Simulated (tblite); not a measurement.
Compound: 4-methoxycyclohexene, C₇H₁₂O.
Z-matrix (Å and degrees, GFN2-xTB geometry), rows numbered from 1:
```
C 
O   1  1.4030
C   2  1.4167  1  114.81
C   3  1.5341  2  112.68  1    71.53
C   4  1.4976  3  111.80  2   163.63
C   5  1.3221  4  124.04  3   -13.09
C   6  1.4972  5  123.14  4    -0.96
C   7  1.5247  6  110.93  5   -17.31
H   1  1.0887  2  106.33  3   172.65
H   1  1.0978  2  111.23  3    53.77
H   1  1.0960  2  112.16  3   -68.25
H   3  1.1043  2  109.13  1   -49.74
H   4  1.0934  3  110.53  2   -74.80
H   4  1.0954  3  108.50  2    42.69
H   5  1.0818  4  115.47  3   167.08
H   6  1.0812  5  120.56  4   178.83
H   7  1.0925  6  109.71  5  -138.97
H   7  1.0955  6  109.12  5   104.06
H   8  1.0903  3  109.20  2    51.49
H   8  1.0907  3  108.26  2   -65.90
```

Method: GFN2-xTB as coded in tblite; computed harmonic values from a numerical Hessian at the method's own geometry, unscaled. Against measured fundamentals such values can be off by several per cent, at times by over 20. One conformer, not necessarily the lowest.

Harmonic wavenumbers (cm⁻¹): 79.3, 104.2, 176.8, 203.2, 257.9, 361.1, 374.0, 456.5, 468.3, 499.3, 684.1, 744.1, 837.9, 915.4, 920.1, 949.8, 954.9, 998.5, 1013.4, 1062.2, 1094.3, 1113.1, 1116.2, 1126.2, 1135.8, 1158.5, 1198.4, 1215.2, 1230.6, 1293.9, 1299.9, 1329.5, 1336.2, 1352.1, 1355.7, 1407.4, 1465.3, 1472.9, 1476.9, 1490.0, 1493.5, 1738.0, 2814.4, 2892.1, 2920.6, 2927.3, 2934.5, 2961.8, 2972.4, 2992.5, 3003.7, 3020.3, 3053.4, 3070.6.

A = 4250, B = 1426, C = 1145 MHz; mass 112.089 u (most abundant isotopes); point group C1, symmetry number 1.

Problem. What is the zero-point energy?

Solution. ½Σν̃ = 38262 cm⁻¹ = 109.40 kcal/mol.

Problem. Give the ideal-gas entropy at 273.15 K and 1 bar in the rigid-rotor, harmonic-oscillator model (classical rotation).

Solution. Translation 39.65, rotation 27.97, vibration 17.91: S = 85.5 cal/(mol K).

Problem. And Cp and H(273.15 K) − H(0)?

Solution. Cp = 30.26 cal/(mol K), of which vibrations give 22.31 (their classical limit is 54 R = 107.3); H(273.15 K) − H(0) = 4.97 kcal/mol without the zero-point energy, 2.80 from vibrations.

Problem. Which modes carry the vibrational entropy at 273.15 K?

Solution. 79.3 cm⁻¹: 3.74; 104.2 cm⁻¹: 3.20; 176.8 cm⁻¹: 2.20; 203.2 cm⁻¹: 1.94; 257.9 cm⁻¹: 1.52; 361.1 cm⁻¹: 0.98 cal/(mol K); the other 48 give 4.32 together.

Problem. Blend soft modes into free rotors: weight 1/[1 + (100 cm⁻¹/ν̃)⁴] for the oscillator and the rest for a rotor with moment μB/(μ + B), μ = h/(8π²ν), B = 10⁻⁴⁴ kg m². What vibrational entropy results?

Solution. 17.19 cal/(mol K) in place of 17.91, which changes −T·S at 273.15 K by +0.20 kcal/mol.

Problem. How do the functions run with temperature in this model?

Solution. 
| T (K) | S (cal/(mol K)) | Cp (cal/(mol K)) | H − H(0) (kcal/mol) | G − H(0) (kcal/mol) | ln q(vib) |
| --- | --- | --- | --- | --- | --- |
| 50 | 55.4 | 10.8 | 0.44 | -2.33 | 0.17 |
| 100 | 64.3 | 15.2 | 1.10 | -5.33 | 0.81 |
| 298.15 | 88.3 | 32.9 | 5.76 | -20.56 | 4.33 |
| 373.15 | 96.5 | 41.0 | 8.53 | -27.50 | 5.81 |
| 500 | 110.3 | 53.6 | 14.55 | -40.62 | 8.44 |
| 750 | 135.8 | 71.8 | 30.38 | -71.44 | 13.87 |
| 1000 | 158.2 | 83.7 | 49.91 | -108.25 | 19.26 |

q(vib) and H(0) count from the zero-point level.

Hindered rotation and anharmonicity are outside this model. Other conformers, if any are populated, would add a mixing term that is left out. The structure is chiral; the term R ln 2 for an equal mix with its mirror image is left out.
